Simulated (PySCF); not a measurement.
SiHCl3, SMILES Cl[SiH](Cl)Cl.

Geometry optimised at PBE-D3(BJ)/def2-SVP. The isomer is the one that the SMILES or the coordinates give; other isomers of the formula were not compared.

All values below come from TDDFT-PBE/def2-SVPD (PySCF 2.14.0).

Vertical excitations; the highest root listed may be one member of a degenerate set. Gas-phase values at a fixed geometry. State labels are in the subgroup Cs.

Computed UV-visible absorptions:
| state | symmetry | energy (eV) | λ (nm) | f | main pairs |
|---|---|---|---|---|---|
| S1 | A" | 6.55 | 189 | 0.000 | HOMO→LUMO 99 % |
| S2 | A' | 6.88 | 180 | 0.022 | HOMO−1→LUMO 97 % |
| S3 | A' | 6.95 | 178 | 0.011 | HOMO−2→LUMO, HOMO→LUMO+2 (degenerate set) |
| S4 | A" | 6.95 | 178 | 0.011 | HOMO−3→LUMO, HOMO→LUMO+1 (degenerate set) |
| S5 | A' | 7.30 | 170 | 0.013 | HOMO→LUMO+2, HOMO−5→LUMO (degenerate set) |
| S6 | A" | 7.30 | 170 | 0.013 | HOMO→LUMO+1, HOMO−4→LUMO (degenerate set) |
| S7 | A" | 7.42 | 167 | 0.008 | HOMO−4→LUMO, HOMO−1→LUMO+2, HOMO→LUMO+1 (degenerate set) |
| S8 | A' | 7.42 | 167 | 0.008 | HOMO−5→LUMO, HOMO−1→LUMO+1, HOMO→LUMO+2 (degenerate set) |
| S9 | A" | 7.53 | 165 | 0.000 | HOMO−2→LUMO+2 50 %, HOMO−3→LUMO+1 50 % |
| S10 | A' | 7.57 | 164 | 0.007 | HOMO−3→LUMO+2 48 %, HOMO−2→LUMO+1 48 % |
| T1 | A" | 6.25 | 198 | 0 | HOMO→LUMO 99 % |
| T2 | A' | 6.46 | 192 | 0 | HOMO−1→LUMO 99 % |
| T3 | A" | 6.56 | 189 | 0 | HOMO−3→LUMO (degenerate set) |
| T4 | A' | 6.56 | 189 | 0 | HOMO−2→LUMO (degenerate set) |
Triplets are in the Tamm–Dancoff approximation, which puts them higher than full response would, so one can lie above its singlet here.
